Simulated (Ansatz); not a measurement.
Reaction (formal exchange of groups at a B–C bond): `BC([SiH3])BCl` + `O=CCBr` → `O=CCBCl` + `BC([SiH3])Br`

Computed with Ansatz on PBE0-D4/def2-TZVP structures; ΔE is electronic, products minus reactants. CBS: MP2 limit from def2 TZ/QZ plus the TZ coupled-cluster correction, frozen cores. DFT in def2-TZVPP. B3LYP here is the variant with VWN-RPA as its local correlation; programs differ in this. For Br outer-core shells are correlated without core-valence functions, which leaves a few kJ/mol of doubt a bond. Scalar relativity is left out up to krypton. Each species was taken in one conformer, which may not be the lowest.

```tsv
level	ΔE (kcal/mol)	difference from CCSD(T)/CBS
PBE-D4	7.4	0.3
B3LYP-D4	6.0	-1.1
ωB97M-V	6.9	-0.2
r2SCAN	7.1	0.0
PBE0	7.3	0.2
MP2/def2-TZVPP	7.9	0.8
HF/def2-QZVPP	4.0	-3.1
MP2/def2-QZVPP	7.8	0.7
HF/CBS(def2)	4.0	-3.1
MP2/CBS(def2)	7.7	0.6
CCSD(T)/CBS	7.1	0
```

Largest T1 diagnostic among the species: 0.014.

In def2-TZVPP, CCSD(T) changes the Hartree–Fock value by +3.3 kcal/mol (the triples alone add +0.6 kcal/mol) and MP2 by +4.0 kcal/mol.
